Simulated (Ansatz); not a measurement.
Reactions of `O=C=NP`.

Gas-phase electronic energies from Ansatz, PBE0-D4/def2-TZVP geometries. CBS: MP2 limit from def2 TZ/QZ plus the TZ coupled-cluster correction, frozen cores. This one scheme is used for every species. def2 core potentials past Kr. For Se, Te outer-core shells are correlated without core-valence functions, which leaves a few kJ/mol of doubt a bond. Scalar relativity is left out up to krypton. Each species was taken in one conformer, which may not be the lowest.

Problem. Order these by ΔE at CCSD(T)/CBS, lowest first. (An estimate is asked.)
A. `O=C=NP` + `C[SeH]` → `C[Se]P` + `N=C=O`
B. `O=C=NP` + H₂Te → `P[TeH]` + `N=C=O`
C. `O=C=NP` + `N[SiH2]F` → `F[SiH2]NP` + `N=C=O`

Solution. B (-11.1 kcal/mol), A (-8.3 kcal/mol), C (+2.5 kcal/mol).

Largest T1 diagnostic: 0.018, for `N=C=O`.
